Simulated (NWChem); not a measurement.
System: NbOCl$_{3}$; SMILES [O]=[Nb]([Cl])([Cl])[Cl]

```xyz
5

Nb     0.0000     0.0000     0.2040
O      0.0000     0.0000     1.8766
Cl     0.6710     2.0707    -0.4830
Cl     1.4577    -1.6165    -0.4830
Cl    -2.1288    -0.4542    -0.4830
```
Atoms are numbered in this order, from 1.

Level: PBE0/def2-SVP with def2 effective core potentials on Nb (NWChem), optimised geometry, unscaled harmonic frequencies. def2 effective core potentials on Nb; no spin-orbit coupling.

### Question
List the harmonic frequencies with IR intensities, and the thermochemistry.

### Answer
```csv
frequency (cm⁻¹),IR intensity (km/mol)
104,1.3
104,1.3
129,2.9
222,2.2
222,2.2
398,12.6
451,106.8
451,106.8
1073,163.5
```

```
Quantity                                                                           Result
-----------------------------------------------------------------------  ----------------
zero-point energy                                                            4.5 kcal/mol
thermal correction to the enthalpy at 298.15 K (with zero-point energy)      9.4 kcal/mol
heat capacity Cv                                                         19.9 cal/(mol K)
entropy at 298.15 K and 1 atm (symmetry number 3)                        85.3 cal/(mol K)
```

Rigid rotor and harmonic oscillator.
